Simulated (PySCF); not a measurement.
The scaffold benzene 1,4 carries different groups X. Gas-phase values, no solvent. One relaxed conformer stands for each flexible species; it need not be the lowest. Strings in code marks are SMILES.

The four lowest singlet excitations (Tamm–Dancoff). Method: PBE-D3(BJ)/def2-SVP // B3LYP-D3(BJ)/def2-SVP run with PySCF. Excitations are Tamm–Dancoff values on a coarser integration grid. The basis has no diffuse functions, so Rydberg states are missing or too high.

```json
[
 {"state": "S1", "energy (eV)": "5.14", "wavelength (nm)": "241", "oscillator strength": "0.005"},
 {"state": "S2", "energy (eV)": "6.13", "wavelength (nm)": "202", "oscillator strength": "0.087"},
 {"state": "S3", "energy (eV)": "6.59", "wavelength (nm)": "188", "oscillator strength": "0.008"},
 {"state": "S4", "energy (eV)": "6.77", "wavelength (nm)": "183", "oscillator strength": "0.000"}
]
```

Which member gives these states?
(A) `FC(F)(F)c1ccc(C(F)(F)F)cc1`
(B) `Bc1ccc(B)cc1`
(C) `O=Cc1ccc(C=O)cc1` (O–C–C–C torsion 0°, C–C–C–O torsion 180°)
(D) `C#Cc1ccc(C#C)cc1`

A, `FC(F)(F)c1ccc(C(F)(F)F)cc1`
